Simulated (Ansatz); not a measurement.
`OB(O)C12CC3CC(CC(C3)C1)C2`. Total charge 0; singlet. Geometry PBE-D4/def2-SVP; atoms count from 1.

```xyz
30

O     2.542   -2.108   -0.861
B     2.394   -0.915   -0.184
O     3.441   -0.239    0.400
C     0.929   -0.314   -0.069
C     0.280   -0.205   -1.477
C    -1.164    0.323   -1.368
C    -1.155    1.715   -0.706
C    -0.537    1.612    0.703
C    -1.375    0.642    1.559
C    -1.385   -0.751    0.900
C    -1.999   -0.647   -0.510
C     0.060   -1.278    0.790
C     0.907    1.085    0.594
H     3.453   -2.447   -0.894
H     4.307   -0.673    0.302
H     0.290   -1.198   -1.973
H     0.881    0.479   -2.117
H    -1.607    0.396   -2.385
H    -2.191    2.116   -0.643
H    -0.571    2.428   -1.327
H    -0.529    2.617    1.179
H    -0.951    0.576    2.585
H    -2.415    1.023    1.664
H    -1.986   -1.453    1.518
H    -2.028   -1.651   -0.988
H    -3.051   -0.291   -0.443
H     0.063   -2.292    0.337
H     0.500   -1.378    1.807
H     1.372    1.034    1.601
H     1.527    1.793    0.002
```

(1) Estimate the Mulliken populations of the heavy atoms from the PBE0/def2-TZVP orbitals of Ansatz.

(2) And the Mayer bond orders between heavy atoms (over 0.3)?

## Answers

(1) 
```json
{"atom": "O1", "charge (e)": "-0.42"}
{"atom": "B2", "charge (e)": "0.26"}
{"atom": "O3", "charge (e)": "-0.41"}
{"atom": "C4", "charge (e)": "0.07"}
{"atom": "C5", "charge (e)": "-0.35"}
{"atom": "C6", "charge (e)": "0.12"}
{"atom": "C7", "charge (e)": "-0.30"}
{"atom": "C8", "charge (e)": "0.13"}
{"atom": "C9", "charge (e)": "-0.30"}
{"atom": "C10", "charge (e)": "0.12"}
{"atom": "C11", "charge (e)": "-0.30"}
{"atom": "C12", "charge (e)": "-0.36"}
{"atom": "C13", "charge (e)": "-0.30"}
```
Mulliken values depend strongly on the basis.

(2) O1–B2 1.38 (1.38 Å); B2–O3 1.36 (1.38 Å); B2–C4 0.92 (1.59 Å); C4–C5 0.98 (1.55 Å); C4–C12 0.98 (1.56 Å); C4–C13 0.99 (1.55 Å); C5–C6 1.01 (1.54 Å); C6–C7 1.00 (1.54 Å); C6–C11 1.00 (1.54 Å); C7–C8 1.00 (1.54 Å); C8–C9 1.00 (1.54 Å); C8–C13 1.00 (1.54 Å); C9–C10 1.00 (1.54 Å); C10–C11 1.00 (1.54 Å); C10–C12 1.01 (1.54 Å).
